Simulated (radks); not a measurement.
Spherical jellium clusters: N electrons in a uniform positive sphere of charge N and radius rs N^(1/3), rs = 5.22 bohr. Calculated with a radial shooting solver with Libxc functionals: non-relativistic Kohn-Sham, LDA (Slater exchange, Perdew-Wang correlation), spin-polarised, spherical densities. Levels are named by radial order and angular momentum (1s, 1p, 1d, 2s, ...), and open shells are averaged over m.

N = 4, configuration 1s2 1p(up 2, down 0). This is the lowest configuration that the search found. Occupied and some empty levels:

| level | occupation | eigenvalue (eV) | <r> (bohr) |
|---|---|---|---|
| 1s up | 1 | -3.3341 | 5.758 |
| 1s down | 1 | -2.9244 | 5.756 |
| 1p up | 2 | -2.2722 | 7.115 |
| 1p down | 0 | -1.8661 | 7.329 |
| 1d up | 0 | -1.0559 | 8.630 |
| 2s up | 0 | -0.81677 | 9.403 |
| 1d down | 0 | -0.72835 | 9.174 |
| 2s down | 0 | -0.63338 | 10.09 |

Energy (eV): total -6.25910, kinetic 4.7217, external -61.673, Hartree 30.370, exchange-correlation -11.203, background 31.526.

Electron density:

| r (bohr) | n(r) (e/bohr^3) |
|---|---|
| 0.274 | 0.002070 |
| 1.31 | 0.002124 |
| 2.34 | 0.002209 |
| 3.38 | 0.002238 |
| 4.41 | 0.002114 |
| 5.44 | 0.001786 |
| 6.48 | 0.001308 |
| 7.51 | 0.0008178 |
| 8.54 | 0.0004386 |
| 9.58 | 0.0002097 |
| 10.6 | 0.00009273 |
| 11.6 | 0.00003904 |
| 12.7 | 0.00001572 |
| 13.7 | 6.230e-06 |
